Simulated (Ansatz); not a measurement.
As2S (the lowest singlet isomer of a short search), 3 atoms. Hardware: 4 threads of Arm Neoverse N1 on a shared host.

Correlated methods freeze 23 core orbitals; core or outer-core shells of As are correlated, in sets that lack core-valence functions. In CCSD on the charge 1 doublet the largest single amplitude is 0.26, so its Hartree–Fock determinant may place the open shell otherwise than the density functionals do.

**Question.** How many basis functions does each of these Ansatz runs have, and roughly what does it cost? CAM-B3LYP-D4/def2-TZVP, charge 0 singlet, energy, from earlier orbitals; CCSD(T)/def2-TZVPP, charge 1 doublet at the geometry of the charge 0 singlet, energy, from earlier orbitals; ωB97M-V/def2-TZVP, charge 0 singlet, energy, from earlier orbitals; PBE0-D4/def2-SVP, charge -1 doublet at the geometry of the charge 0 singlet, energy with a search over starts; PBE0-D4/def2-SVP, charge 0 singlet, energy with a search over starts; revPBE-D4/def2-TZVP, charge 0 singlet, energy, from earlier orbitals; CAM-B3LYP-D4/def2-TZVP, charge 0 quintet, energy, from earlier orbitals; r2SCAN-D4/def2-TZVP, charge 0 triplet, energy, from earlier orbitals; PBE-D4/def2-TZVP, charge 1 doublet at the geometry of the charge 0 singlet, energy, from earlier orbitals; PBE0-D4/def2-TZVP, charge 0 triplet, relaxation, 3 steps; ωB97M-V/def2-TZVP, charge 0 triplet, energy, from earlier orbitals; PBE0-D4/def2-SVP, charge 0 quintet, energy with a search over starts.

**Answer.** Other jobs shared the machine, so times can vary by a factor of up to 3. A dash marks memory too small to be measured apart from the calling script's.

```json
{"run": "revPBE-D4/def2-TZVP, charge 0 singlet, energy, from earlier orbitals", "functions": "133", "fitting or Cholesky vectors": "1007", "wall time": "1.4 s", "peak host memory (GiB)": "–"}
{"run": "PBE0-D4/def2-SVP, charge 0 singlet, energy with a search over starts", "functions": "82", "fitting or Cholesky vectors": "784", "wall time": "1.9 s", "peak host memory (GiB)": "–"}
{"run": "PBE0-D4/def2-SVP, charge -1 doublet at the geometry of the charge 0 singlet, energy with a search over starts", "functions": "82", "fitting or Cholesky vectors": "784", "wall time": "2.2 s", "peak host memory (GiB)": "–"}
{"run": "PBE-D4/def2-TZVP, charge 1 doublet at the geometry of the charge 0 singlet, energy, from earlier orbitals", "functions": "133", "fitting or Cholesky vectors": "1007", "wall time": "2.6 s", "peak host memory (GiB)": "–"}
{"run": "PBE0-D4/def2-SVP, charge 0 quintet, energy with a search over starts", "functions": "82", "fitting or Cholesky vectors": "784", "wall time": "2.8 s", "peak host memory (GiB)": "–"}
{"run": "CAM-B3LYP-D4/def2-TZVP, charge 0 singlet, energy, from earlier orbitals", "functions": "133", "fitting or Cholesky vectors": "1089", "wall time": "2.8 s", "peak host memory (GiB)": "–"}
{"run": "CAM-B3LYP-D4/def2-TZVP, charge 0 quintet, energy, from earlier orbitals", "functions": "133", "fitting or Cholesky vectors": "867", "wall time": "4.9 s", "peak host memory (GiB)": "–"}
{"run": "ωB97M-V/def2-TZVP, charge 0 singlet, energy, from earlier orbitals", "functions": "133", "fitting or Cholesky vectors": "1072", "wall time": "7 s", "peak host memory (GiB)": "–"}
{"run": "r2SCAN-D4/def2-TZVP, charge 0 triplet, energy, from earlier orbitals", "functions": "133", "fitting or Cholesky vectors": "1007", "wall time": "7.5 s", "peak host memory (GiB)": "–"}
{"run": "PBE0-D4/def2-TZVP, charge 0 triplet, relaxation, 3 steps", "functions": "133", "fitting or Cholesky vectors": "914", "wall time": "13 s", "peak host memory (GiB)": "–"}
{"run": "ωB97M-V/def2-TZVP, charge 0 triplet, energy, from earlier orbitals", "functions": "133", "fitting or Cholesky vectors": "872", "wall time": "15 s", "peak host memory (GiB)": "–"}
{"run": "CCSD(T)/def2-TZVPP, charge 1 doublet at the geometry of the charge 0 singlet, energy, from earlier orbitals", "functions": "138", "fitting or Cholesky vectors": "893", "wall time": "38 s", "peak host memory (GiB)": "1.2"}
```
